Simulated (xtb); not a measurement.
C5H13O2Si, doublet, at a GFN2-xTB geometry; GFN2-xTB (xtb).

xtb was given this input:
```
$ xtb mol.xyz --gfn 2 --uhf 1 --grad --json

# file mol.xyz
21

C     -0.53608428     1.59741379    -1.87181813
Si    -0.11736644     0.93842841    -0.19522785
O     -1.02666715    -0.32203766     0.28778781
C     -2.41092301    -0.38594724     0.47464053
C     -2.77010341    -1.68109296     1.18858523
O      1.39656078     0.40061828    -0.35698788
C      2.18225323    -0.31463439     0.55532344
C      3.41189024    -0.86119726    -0.15467503
H     -1.55459834     1.74297786    -2.18475740
H      0.20253785     1.99901246    -2.53971618
H     -0.21631307     1.97910820     0.84676853
H     -2.74746741     0.47723964     1.06235511
H     -2.90876859    -0.34147202    -0.50223419
H     -2.43112153    -2.53190431     0.60340964
H     -2.28593384    -1.71538195     2.16122715
H     -3.84634796    -1.74637247     1.32358646
H      1.59647846    -1.13416246     0.98600211
H      2.48284490     0.35561608     1.37104260
H      3.98671879    -0.04329834    -0.58115987
H      3.10858626    -1.52598692    -0.95896810
H      4.03516911    -1.40927045     0.54689807
```

The log (banner, timings and long lists left out):

```
   ID    Z sym.   atoms
    1    6 C      1, 4, 5, 7, 8
    2   14 Si     2
    3    8 O      3, 6
    4    1 H      9-21

           -------------------------------------------------
          |                Calculation Setup                |
           -------------------------------------------------

           -------------------------------------------------
          |                 G F N 2 - x T B                 |
           -------------------------------------------------

          ...................................................
          :                      SETUP                      :
          :.................................................:
          :  # basis functions                  51          :
          :  # atomic orbitals                  50          :
          :  # shells                           30          :
          :  # electrons                        49          :
          :  max. iterations                   250          :
          :  Hamiltonian                  GFN2-xTB          :
          :  restarted?                      false          :
          :  GBSA solvation                  false          :
          :  PC potential                    false          :
          :  electronic temp.          300.0000000     K    :
          :  accuracy                    1.0000000          :
          :  -> integral cutoff          0.2500000E+02      :
          :  -> integral neglect         0.1000000E-07      :
          :  -> SCF convergence          0.1000000E-05 Eh   :
          :  -> wf. convergence          0.1000000E-03 e    :
          :  Broyden damping             0.4000000          :
          :  net charge                          0          :
          :  unpaired electrons                  1          :
          ...................................................

 iter      E             dE          RMSdq      gap      omega  full diag
   1    -27.4095945 -0.274096E+02  0.639E+00    6.14       0.0  T
   2    -27.4982168 -0.886224E-01  0.394E+00    5.56       1.0  T
   3    -27.4973606  0.856193E-03  0.158E+00    6.31       1.0  T
   4    -27.4998409 -0.248026E-02  0.742E-01    5.53       1.0  T
   5    -27.5037512 -0.391030E-02  0.307E-01    5.91       1.0  T
   6    -27.5039192 -0.167943E-03  0.984E-02    5.86       1.0  T
   7    -27.5039456 -0.264479E-04  0.457E-02    5.89       1.0  T
   8    -27.5039506 -0.501069E-05  0.908E-03    5.88       2.4  T
   9    -27.5039507 -0.394892E-07  0.430E-03    5.88       5.1  T
  10    -27.5039508 -0.108418E-06  0.114E-03    5.88      19.2  T
  11    -27.5039508 -0.481553E-08  0.436E-04    5.88      50.0  T
  12    -27.5039508 -0.414026E-09  0.221E-04    5.88      98.9  T

   *** convergence criteria satisfied after 12 iterations ***

         :::::::::::::::::::::::::::::::::::::::::::::::::::::
         ::                     SUMMARY                     ::
         :::::::::::::::::::::::::::::::::::::::::::::::::::::
         :: total energy             -27.200923827603 Eh    ::
         :: gradient norm              0.000035363806 Eh/a0 ::
         :: HOMO-LUMO gap              5.882390942940 eV    ::
         ::.................................................::
         :: SCC energy               -27.503893927619 Eh    ::
         :: -> isotropic ES            0.055656641202 Eh    ::
         :: -> anisotropic ES          0.005272781780 Eh    ::
         :: -> anisotropic XC          0.005649263239 Eh    ::
         :: -> dispersion             -0.012790293354 Eh    ::
         :: repulsion energy           0.302970100016 Eh    ::
         :: add. restraining           0.000000000000 Eh    ::
         :: total charge              -0.000000000000 e     ::
         :::::::::::::::::::::::::::::::::::::::::::::::::::::

           -------------------------------------------------
          |                Property Printout                |
           -------------------------------------------------

    * Orbital Energies and Occupations

         #    Occupation            Energy/Eh            Energy/eV
      -------------------------------------------------------------
         1        2.0000           -0.7709413             -20.9784
       ...           ...                  ...                  ...
        13        2.0000           -0.5026902             -13.6789
        14        2.0000           -0.4894383             -13.3183
        15        2.0000           -0.4703464             -12.7988
        16        2.0000           -0.4671062             -12.7106
        17        2.0000           -0.4650109             -12.6536
        18        2.0000           -0.4602115             -12.5230
        19        2.0000           -0.4573962             -12.4464
        20        2.0000           -0.4357471             -11.8573
        21        2.0000           -0.4242443             -11.5443
        22        2.0000           -0.4217790             -11.4772
        23        2.0000           -0.4077570             -11.0956
        24        2.0000           -0.3960711             -10.7776
        25        1.0000           -0.3357751              -9.1369 (HOMO)
        26                         -0.1196012              -3.2545 (LUMO)
        27                         -0.1099533              -2.9920
        28                         -0.0684259              -1.8620
        29                          0.0155159               0.4222
        30                          0.0303147               0.8249
        31                          0.0726565               1.9771
        32                          0.1222597               3.3269
        33                          0.1279196               3.4809
        34                          0.1505615               4.0970
        35                          0.1605062               4.3676
        36                          0.1658035               4.5117
       ...                                ...                  ...
        50                          0.8388755              22.8270
      -------------------------------------------------------------
                  HL-Gap            0.2161739 Eh            5.8824 eV
             Fermi-level           -0.2968056 Eh           -8.0765 eV

     #   Z          covCN         q      C6AA      α(0)
     1   6 C        2.733    -0.174    32.509     9.335
     2  14 Si       3.450     0.551   101.741    19.656
     3   8 O        1.621    -0.362    20.145     6.058
     4   6 C        3.729     0.089    19.196     6.255
     5   6 C        3.751    -0.112    22.713     6.797
     6   8 O        1.621    -0.365    20.197     6.066
     7   6 C        3.733     0.090    19.179     6.251
     8   6 C        3.751    -0.114    22.738     6.800
     9   1 H        0.926     0.036     2.502     2.474
    10   1 H        0.926     0.057     2.232     2.336
    11   1 H        0.915    -0.079     4.885     3.457
    12   1 H        0.924     0.017     2.773     2.604
    13   1 H        0.924     0.022     2.700     2.570
    14   1 H        0.925     0.054     2.266     2.354
    15   1 H        0.925     0.051     2.303     2.373
    16   1 H        0.925     0.043     2.414     2.430
    17   1 H        0.924     0.028     2.620     2.531
    18   1 H        0.924     0.020     2.733     2.585
    19   1 H        0.925     0.051     2.303     2.373
    20   1 H        0.925     0.054     2.270     2.356
    21   1 H        0.925     0.042     2.419     2.432

 Mol. C6AA /au·bohr⁶  :       4048.833684
 Mol. C8AA /au·bohr⁸  :     105455.643666
 Mol. α(0) /au        :        100.093252

Wiberg/Mayer (AO) data.
largest (>0.10) Wiberg bond orders for each atom

 ---------------------------------------------------------------------------
     #   Z sym  total        # sym  WBO       # sym  WBO       # sym  WBO
 ---------------------------------------------------------------------------
     1   6 C    3.183 --     2 Si   1.044     9 H    0.998    10 H    0.992
     2  14 Si   4.182 --     3 O    1.133     6 O    1.130     1 C    1.044
                            11 H    0.859
     3   8 O    2.274 --     2 Si   1.133     4 C    0.988
     4   6 C    3.951 --     5 C    1.014     3 O    0.988    12 H    0.977
                            13 H    0.974
     5   6 C    3.994 --     4 C    1.014    15 H    0.986    14 H    0.986
                            16 H    0.985
     6   8 O    2.267 --     2 Si   1.130     7 C    0.983
     7   6 C    3.949 --     8 C    1.014     6 O    0.983    17 H    0.977
                            18 H    0.974
     8   6 C    3.995 --     7 C    1.014    19 H    0.986    20 H    0.986
                            21 H    0.985
     9   1 H    0.999 --     1 C    0.998
    10   1 H    0.997 --     1 C    0.992
    11   1 H    0.993 --     2 Si   0.859
    12   1 H    1.000 --     4 C    0.977
    13   1 H    1.000 --     4 C    0.974
    14   1 H    0.997 --     5 C    0.986
    15   1 H    0.997 --     5 C    0.986
    16   1 H    0.997 --     5 C    0.985
    17   1 H    0.999 --     7 C    0.977
    18   1 H    1.000 --     7 C    0.974
    19   1 H    0.997 --     8 C    0.986
    20   1 H    0.997 --     8 C    0.986
    21   1 H    0.998 --     8 C    0.985
 ---------------------------------------------------------------------------

Topologies differ in total number of bonds
Writing topology from bond orders to xtbtopo.mol

molecular dipole:
                 x           y           z       tot (Debye)
 q only:       -0.229      -0.026       0.252
   full:       -0.379      -0.098       0.282       1.227
molecular quadrupole (traceless):
                xx          xy          yy          xz          yz          zz
 q only:        4.021      -0.857      -1.292       0.146      -1.126      -2.729
  q+dip:        2.227      -0.905      -1.982       1.208      -0.252      -0.245
   full:        4.541      -1.220      -2.627       1.501      -1.337      -1.914

           -------------------------------------------------
          | TOTAL ENERGY              -27.200923827603 Eh   |
          | GRADIENT NORM               0.000035363806 Eh/α |
          | HOMO-LUMO GAP               5.882390942940 eV   |
           -------------------------------------------------

normal termination of xtb
```
